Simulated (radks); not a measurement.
The numbers below are computed, except where a source is named.
Species: the praseodymium ion Pr+. Configuration: [Kr] 4d10 4f3 5s1 5p6 6s1 5f1 (not the ground configuration). Code: a radial shooting solver on a logarithmic mesh with Libxc functionals. Model: Dirac Kohn-Sham, BLYP, spin-unpolarised, spherical densities, finite nucleus; open shells fill j = l - 1/2 first; Fermi nuclear charge, rms radius 4.8919 fm. Some entries of the table are withheld. Estimate them.

orbital,occ.,eigenvalue (eV),<1/r> (bohr^-1),<r> (bohr)
1s1/2,2,-41794.99,64.69,0.02409
2s1/2,2,-6733.296,15.28,0.1026
2p1/2,2,-6365.309,15.26,(1)
2p3/2,4,-5882.855,13.77,(2)
3s1/2,2,-1463.511,5.525,0.2720
3p1/2,2,(3),(4),0.2617
3p3/2,4,(5),(6),0.2740
3d3/2,4,-937.7518,4.935,0.2452
3d5/2,6,-917.1465,4.841,0.2491
4s1/2,2,-302.2459,2.291,(7)
4p1/2,2,-243.6488,2.185,0.6404
4p3/2,4,-223.0715,2.062,0.6684
4d3/2,4,-126.8326,1.840,0.7217
4d5/2,6,-123.2242,1.810,0.7318
5s1/2,1,-52.5819,0.8956,1.485
5p1/2,2,(8),0.7938,1.658
5p3/2,4,(9),0.7517,1.737
4f5/2,3,-15.3777,1.239,1.076
4f7/2,0,-15.0120,1.227,1.088
6s1/2,1,-11.4647,0.3504,3.646
5f5/2,1,-2.3736,0.1577,7.780
5f7/2,0,-2.3692,0.1574,7.801

Answer. 
(1) 2p1/2 <r> (bohr): 0.08604
(2) 2p3/2 <r> (bohr): 0.09235
(3) 3p1/2 eigenvalue (eV): -1306.882
(4) 3p1/2 <1/r> (bohr^-1): 5.440
(5) 3p3/2 eigenvalue (eV): -1211.311
(6) 3p3/2 <1/r> (bohr^-1): 5.067
(7) 4s1/2 <r> (bohr): 0.6227
(8) 5p1/2 eigenvalue (eV): -36.5545
(9) 5p3/2 eigenvalue (eV): -33.5438
